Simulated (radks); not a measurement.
The numbers below are computed, except where a source is named.
Polarisability of the zinc ion Zn+, [Ar] 3d10 4s1, at imaginary frequency. Level of theory: non-relativistic Kohn-Sham, LDA (Slater exchange, Perdew-Wang correlation), spin-unpolarised, spherical densities, point nucleus (a radial shooting solver on a logarithmic mesh with Libxc functionals). Response by self-consistent Sternheimer equations with the Hartree and adiabatic LDA kernel.

w (hartree)  alpha1(iw) (bohr^3)  alpha2(iw) (bohr^5)
0.00266                    16.57                74.22
0.0143                     16.53                74.14
0.0360                     16.29                73.71
0.0697                     15.59                72.35
0.118                      14.10                69.15
0.186                      11.73                63.05
0.280                      8.917                53.44
0.413                      6.323                41.07
0.605                      4.302                28.23
0.892                      2.856                17.39
1.35                       1.840                9.675
2.12                       1.113                4.844
3.59                      0.5894                2.098
6.94                      0.2393               0.7012
17.5                     0.05494               0.1325

Static values: alpha1 = 16.57 bohr^3 (2.455 angstrom^3; uncoupled 24.46), alpha2 = 74.22 bohr^5, alpha3 = 695.7 bohr^7. C6 = 69.14, C8 = 1818, triple-dipole C9 = 779.7 atomic units. One-pole (London) frequency 4 C6 / (3 alpha1^2) = 0.336 hartree, against 0.516 for minus the highest occupied eigenvalue. The dipole shielding factor is 0.967, as the force sum rule N/Z = 0.967 demands.
